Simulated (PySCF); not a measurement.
**Worked example: dipole moment from atomic charges**

ReOF3, SMILES [O]=[Re]([F])([F])[F] (connectivity only; charge and spin as stated), neutral, multiplicity 3. Atoms are numbered in the order given.

```xyz
5

Re     0.0308     0.0918     0.0000
O     -0.6758     1.6001     0.0000
F      0.5848    -0.3076     1.7333
F      0.5848    -0.3076    -1.7333
F     -0.8252    -1.5721     0.0000
```
Charge 0, spin multiplicity 3.

Geometry optimised at PBE0-D3(BJ)/def2-SVP. The spin state was assumed, not searched. The def2 effective core potentials stand for the cores of Re; spin–orbit coupling is left out.

Charges (e) from PBE/def2-TZVP run with PySCF:

| atom | Mulliken | ESP fit |
|---|---|---|
| Re1 | 1.288 | 1.002 |
| O2 | -0.344 | -0.273 |
| F3 | -0.314 | -0.242 |
| F4 | -0.314 | -0.242 |
| F5 | -0.315 | -0.245 |

The dipole moment of the full density is 1.06 D.

### Question
What dipole moment does each set of point charges give, and which comes closer to that of the density?

### Answer

μ = Σ q r, and 1 e Å = 4.8032 D.
Mulliken: Σ q r = (0.165, 0.256, 0.000) e Å, |μ| = 1.46 D.
ESP fit: Σ q r = (0.134, 0.189, 0.000) e Å, |μ| = 1.11 D.
ESP fit comes closer in size. Point charges leave out the atoms' own dipoles (lone pairs, polarised bonds); fits to the potential absorb them, partitions of the density don't.
